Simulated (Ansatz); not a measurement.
**Nudged elastic band run: ClGeH6OSbSi**

input.yaml

```yaml
crystal:
  periodic: [false, false, false]
  atoms:
    - { symbol: O, position_ang: [-0.35245, 1.203944, 1.409973] }
    - { symbol: Si, position_ang: [1.130382, 1.206313, 0.621938] }
    - { symbol: Sb, position_ang: [1.572855, -0.932071, -0.848174] }
    - { symbol: Ge, position_ang: [-1.048171, -1.29116, -0.923376] }
    - { symbol: Cl, position_ang: [-1.99719, 0.701182, -1.26058] }
    - { symbol: H, position_ang: [-1.103331, 1.274809, 0.779236] }
    - { symbol: H, position_ang: [1.301016, 2.389915, -0.296834] }
    - { symbol: H, position_ang: [2.183623, 1.235926, 1.689585] }
    - { symbol: H, position_ang: [1.61535, -1.89931, 0.593077] }
    - { symbol: H, position_ang: [-1.545565, -2.131228, -2.132677] }
    - { symbol: H, position_ang: [-1.691019, -1.81522, 0.388432] }
basis:
  gaussian: { orbitals: def2-SVP }
hamiltonian:
  xc: pbe
  dispersion: d4
neb:
  order_check: false
  images: 5
  f_tol: 0.05
  max_iterations: 60
  initial_path: idpp
  final_atoms:
    - { symbol: O, position_ang: [1.50504348, 1.60036117, 1.99075345] }
    - { symbol: Si, position_ang: [0.63864858, 1.22629652, 0.59220117] }
    - { symbol: Sb, position_ang: [1.38122852, -1.12363593, -0.31317036] }
    - { symbol: Ge, position_ang: [-1.03676128, -1.29569544, -1.36888418] }
    - { symbol: Cl, position_ang: [-1.31007048, 0.62283069, -2.42187324] }
    - { symbol: H, position_ang: [1.33399956, 1.0124359, 2.7472313] }
    - { symbol: H, position_ang: [-0.85111578, 1.24503291, 0.83470505] }
    - { symbol: H, position_ang: [1.02285713, 2.27708609, -0.40253844] }
    - { symbol: H, position_ang: [0.78402408, -1.84148311, 1.15666251] }
    - { symbol: H, position_ang: [-1.20545646, -2.39357085, -2.45731686] }
    - { symbol: H, position_ang: [-2.19689735, -1.38655794, -0.33717039] }
```

Launched with:

```bash
$ ansatz run input.yaml --threads 2 --pin off --max-ram 3072MiB --backend cpu --events-out ev --progress --plain --runs-dir out
```

Output, in part (warnings, iteration lines, the closing report on the highest movable image, with atoms numbered from 0):

```
NEB end point (image 0): max|allowed force component| = 9.387e-3 eV/Å (the criterion of neb.relax_end_points is 1.000e-2)
NEB end point (image 6): max|allowed force component| = 1.164e-2 eV/Å (the criterion of neb.relax_end_points is 1.000e-2)
NEB iter   1: max|band force component| = 1.533e0 eV/Å  barrier→ = 0.5397 eV  barrier← = 0.3329 eV  Δτ_max = 0.2000 Å  (205 SCF iters)
NEB iter   2: max|band force component| = 6.872e-1 eV/Å  barrier→ = 0.3302 eV  barrier← = 0.1234 eV  Δτ_max = 0.1218 Å  (172 SCF iters)
NEB iter   3: max|band force component| = 3.604e-1 eV/Å  barrier→ = 0.2870 eV  barrier← = 0.0802 eV  CI = image 4  Δτ_max = 0.0362 Å  (143 SCF iters)
NEB iter   4: max|band force component| = 2.621e-1 eV/Å  barrier→ = 0.2794 eV  barrier← = 0.0726 eV  CI = image 4  Δτ_max = 0.0579 Å  (147 SCF iters)
NEB iter   5: max|band force component| = 1.222e-1 eV/Å  barrier→ = 0.2747 eV  barrier← = 0.0679 eV  CI = image 4  Δτ_max = 0.1032 Å  (144 SCF iters)
NEB iter   6: max|band force component| = 1.044e-1 eV/Å  barrier→ = 0.2733 eV  barrier← = 0.0665 eV  CI = image 4  Δτ_max = 0.0700 Å  (146 SCF iters)
NEB iter   7: max|band force component| = 8.835e-2 eV/Å  barrier→ = 0.2709 eV  barrier← = 0.0642 eV  CI = image 4  Δτ_max = 0.2000 Å  (146 SCF iters)
NEB iter   8: max|band force component| = 1.095e-1 eV/Å  barrier→ = 0.2695 eV  barrier← = 0.0627 eV  CI = image 4  Δτ_max = 0.0798 Å  (141 SCF iters)
NEB iter   9: max|band force component| = 6.570e-2 eV/Å  barrier→ = 0.2674 eV  barrier← = 0.0606 eV  CI = image 4  Δτ_max = 0.1003 Å  (147 SCF iters)
NEB iter  10: max|band force component| = 6.852e-2 eV/Å  barrier→ = 0.2648 eV  barrier← = 0.0580 eV  CI = image 4  Δτ_max = 0.0501 Å  (142 SCF iters)
NEB iter  11: max|band force component| = 6.726e-2 eV/Å  barrier→ = 0.2625 eV  barrier← = 0.0558 eV  CI = image 4  Δτ_max = 0.0500 Å  (144 SCF iters)
NEB iter  12: max|band force component| = 8.968e-2 eV/Å  barrier→ = 0.2604 eV  barrier← = 0.0536 eV  CI = image 4  Δτ_max = 0.0250 Å  (147 SCF iters)
NEB iter  13: max|band force component| = 8.633e-2 eV/Å  barrier→ = 0.2594 eV  barrier← = 0.0526 eV  CI = image 4  Δτ_max = 0.0250 Å  (148 SCF iters)
NEB iter  14: max|band force component| = 8.932e-2 eV/Å  barrier→ = 0.2584 eV  barrier← = 0.0516 eV  CI = image 4  Δτ_max = 0.0125 Å  (148 SCF iters)
NEB iter  15: max|band force component| = 8.316e-2 eV/Å  barrier→ = 0.2580 eV  barrier← = 0.0512 eV  CI = image 4  Δτ_max = 0.0125 Å  (151 SCF iters)
NEB iter  16: max|band force component| = 6.591e-2 eV/Å  barrier→ = 0.2575 eV  barrier← = 0.0507 eV  CI = image 4  Δτ_max = 0.0125 Å  (150 SCF iters)
NEB iter  17: max|band force component| = 5.780e-2 eV/Å  barrier→ = 0.2571 eV  barrier← = 0.0503 eV  CI = image 4  Δτ_max = 0.0125 Å  (151 SCF iters)
NEB iter  18: max|band force component| = 6.136e-2 eV/Å  barrier→ = 0.2567 eV  barrier← = 0.0499 eV  CI = image 4  Δτ_max = 0.0063 Å  (149 SCF iters)
NEB iter  19: max|band force component| = 3.373e-2 eV/Å  barrier→ = 0.2565 eV  barrier← = 0.0497 eV  CI = image 4  Δτ_max = 0.0062 Å  (139 SCF iters)
NEB iter  20: max|band force component| = 3.373e-2 eV/Å  barrier→ = 0.2563 eV  barrier← = 0.0495 eV  CI = image 4  Δτ_max = 0.0000 Å  (176 SCF iters)
Total energy: -85568.12799923 eV, -3144.5707038114 hartree
Atom 0 at     0.644377     0.688616     2.492954 Å, force     0.021208     0.008266     0.020123 eV/Å
Atom 1 at     0.998780     1.035215     0.883639 Å, force     0.000027    -0.016494     0.005896 eV/Å
Atom 2 at     1.365624    -1.133837    -0.561921 Å, force    -0.000453     0.005994    -0.005677 eV/Å
Atom 3 at    -1.066844    -0.833605    -1.558251 Å, force     0.004503     0.004269     0.004431 eV/Å
Atom 4 at    -1.025356     1.060749    -2.672116 Å, force     0.004163    -0.005772    -0.005136 eV/Å
Atom 5 at    -0.145870     0.140186     2.638512 Å, force    -0.012679    -0.003066    -0.022175 eV/Å
Atom 6 at    -0.052189     1.887702     0.218148 Å, force    -0.010231     0.002721    -0.002309 eV/Å
Atom 7 at     2.294677     1.789149     0.927267 Å, force    -0.004624     0.003206     0.001287 eV/Å
Atom 8 at     0.712058    -2.078545     0.743780 Å, force     0.002540    -0.004161    -0.001339 eV/Å
Atom 9 at    -1.460194    -1.926723    -2.591762 Å, force    -0.004355    -0.003247     0.002758 eV/Å
Atom 10 at    -2.199564    -0.685809    -0.499649 Å, force    -0.000099     0.008283     0.002140 eV/Å
Dipole moment:    -0.094298    -0.381701     0.206066 e Å
```

It converged. The band force fell under the threshold earlier too, but the program's further tests of the path sent the band on. A vibrational analysis at the climbing image gives one clearly imaginary mode, 48i cm⁻¹: a first-order saddle point.

Final band (atoms are numbered from 1 in the order of the input):

```json
{"image": "0", "path coordinate (Å)": "0.00", "energy (kJ/mol)": "0.0", "dihedral H7–Si2–Sb3–Ge4 (°)": "-103"}
{"image": "1", "path coordinate (Å)": "1.11", "energy (kJ/mol)": "8.7", "dihedral H7–Si2–Sb3–Ge4 (°)": "-80"}
{"image": "2", "path coordinate (Å)": "2.21", "energy (kJ/mol)": "19.5", "dihedral H7–Si2–Sb3–Ge4 (°)": "-65"}
{"image": "3", "path coordinate (Å)": "3.33", "energy (kJ/mol)": "23.0", "dihedral H7–Si2–Sb3–Ge4 (°)": "-47"}
{"image": "4", "path coordinate (Å)": "4.44", "energy (kJ/mol)": "24.7", "dihedral H7–Si2–Sb3–Ge4 (°)": "-24"}
{"image": "5", "path coordinate (Å)": "5.67", "energy (kJ/mol)": "22.5", "dihedral H7–Si2–Sb3–Ge4 (°)": "4"}
{"image": "6", "path coordinate (Å)": "6.90", "energy (kJ/mol)": "20.0", "dihedral H7–Si2–Sb3–Ge4 (°)": "29"}
```

The run took 6.7 min on 2 threads of Arm Neoverse V1 (shared host), peak memory 0.23 GiB.
